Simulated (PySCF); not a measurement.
PySCF job for Si(Cl)2(vinyl)(OH) (C₂H₄Cl₂OSi), SMILES O[Si](Cl)(Cl)C=C, SMD-B3LYP/def2-SVP. Geometry: TPSSh-D3(BJ)/def2-SVP. One conformer was computed; it need not be the lowest.

```python
import numpy as np
from pyscf import gto, scf, dft
from pyscf.solvent import smd

mol = gto.M(
    atom='''
    C    -2.79608919   -0.29408418    0.00000000
    C    -1.57854399   -0.85932549    0.00000000
    Si   -0.03889681    0.15072582    0.00000000
    O    -0.48122055    1.74076189    0.00000000
    Cl    1.13358234   -0.27845224   -1.65241101
    Cl    1.13358235   -0.27845224    1.65241100
    H    -2.92166900    0.79313764    0.00000001
    H    -3.71177974   -0.89509721   -0.00000000
    H    -1.48787937   -1.95223459   -0.00000001
    H     0.22164718    2.40577181    0.00000001
    ''',
    basis='def2-SVP',
    charge=0,
    spin=0,
    max_memory=1600,
    verbose=3,
)
mf = dft.RKS(mol, xc='b3lyp').density_fit(auxbasis='def2-universal-jkfit')
mf.grids.level = 3
mf.conv_tol = 1e-9
mf.max_cycle = 100
mf.kernel()
res = {}
for name in ['water', '2-propanol', 'tetrahydrofuran']:
    s = mf.SMD()
    s.with_solvent.solvent, s.with_solvent.sasa_ng = name, 302
    s.kernel(mf.make_rdm1())
    res[name] = (s.e_tot, s.with_solvent.get_cds(), s.dip_moment(), s.mo_energy, s.converged)
    print(f'SMD {name}: dG(solv) = {(s.e_tot - mf.e_tot) * 627.509474:.3f} kcal/mol, of which CDS {res[name][1] * 627.509474:.3f}')
```

It prints:

```
converged SCF energy = -1363.41931325068
converged SCF energy = -1363.42404267781
Dipole moment(X, Y, Z, Debye): -1.25514,  0.94576,  0.00000
SMD water: dG(solv) = -2.968 kcal/mol, of which CDS 3.674
converged SCF energy = -1363.4300215515
Dipole moment(X, Y, Z, Debye): -1.27394,  0.96034,  0.00000
SMD 2-propanol: dG(solv) = -6.720 kcal/mol, of which CDS -0.837
converged SCF energy = -1363.42712401161
Dipole moment(X, Y, Z, Debye): -1.33916,  0.88294,  0.00000
SMD tetrahydrofuran: dG(solv) = -4.901 kcal/mol, of which CDS -1.622
```

The run converged.
